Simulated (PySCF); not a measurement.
C4H7FSi, SMILES FC(=C=C)[SiH2]C.

Geometry: r2SCAN-D4/def2-SVP. The structure was generated by enumeration, and PubChem lists no compound with its InChIKey, so it may never have been made. Other conformers were not sampled.

These are r2SCAN-D4/def2-SVP (PySCF 2.14.0) values and carry that method's errors.

Frequencies are harmonic and unscaled.

Computed normal modes with their intensities:
```csv
mode,ν (cm⁻¹),IR (km/mol),moving atoms (share of kinetic energy)
1,48,1.1,"C 47 %, H 28 %, F 15 %, Si 9 %"
2,109,0.7,"C 41 %, H 31 %, F 15 %, Si 12 %"
3,142,0.3,"C 40 %, H 34 %, F 16 %, Si 10 %"
4,165,0.3,"H 76 %, C 11 %"
5,246,2.2,"C 46 %, F 25 %, H 25 %"
6,284,4.7,"C 46 %, F 22 %, H 21 %, Si 10 %"
7,414,1.4,"C 64 %, H 33 %"
8,476,27.3,"C 47 %, Si 35 %, H 12 %"
9,491,7.9,"H 83 %, Si 9 %"
10,645,4.1,"C 47 %, H 26 %, F 23 %"
11,649,0.6,"H 80 %, C 16 %"
12,689,16.0,"H 55 %, C 21 %, F 16 %, Si 8 %"
13,698,5.8,"H 51 %, C 34 %, Si 15 %"
14,744,58.9,"H 57 %, C 23 %, Si 20 %"
15,877,11.7,"H 75 %, C 22 %"
16,879,72.0,"H 76 %, C 21 %"
17,893,271.1,"H 79 %, C 11 %, Si 10 %"
18,938,78.4,H 95 %
19,991,0.1,"H 65 %, C 35 %"
20,1096,164.7,"C 74 %, F 22 %"
21,1243,26.8,"C 59 %, H 37 %"
22,1253,14.6,"H 75 %, C 24 %"
23,1426,6.1,H 96 %
24,1432,2.8,H 96 %
25,1444,11.8,"H 63 %, C 37 %"
26,2048,16.6,C 99 %
27,2212,119.7,H 97 %
28,2233,90.3,H 97 %
29,3040,2.8,H 97 %
30,3110,3.4,H 95 %
31,3149,1.4,"H 91 %, C 9 %"
32,3151,1.9,"H 91 %, C 9 %"
33,3199,0.0,"H 89 %, C 11 %"
```
